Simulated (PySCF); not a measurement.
H2SSi, neutral, multiplicity 1. Atoms are numbered in the order given.

```xyz
4

Si     0.1192     1.1340     0.0000
H     -1.4156     1.2448     0.0000
S     -0.0926    -0.9889     0.0000
H      1.2297    -1.2975     0.0000
```

The structure is a stationary point at PBE-D3(BJ)/def2-TZVP.

Level of theory: PySCF with PBE0/def2-TZVPD.

Symmetry labels are those of the subgroup Cs that the program uses (full group Cs).

Computed valence orbital energies around the gap with their symmetry:
| orbital | symmetry | energy (eV) |
|---|---|---|
| HOMO−7 | A' | -100.31 |
| HOMO−6 | A' | -100.21 |
| HOMO−5 | A' | -20.76 |
| HOMO−4 | A' | -14.04 |
| HOMO−3 | A' | -11.17 |
| HOMO−2 | A' | -9.41 |
| HOMO−1 | A" | -8.36 |
| HOMO | A' | -6.96 |
| LUMO | A" | -2.57 |
| LUMO+1 | A' | -0.30 |
| LUMO+2 | A' | 0.24 |
| LUMO+3 | A' | 0.81 |
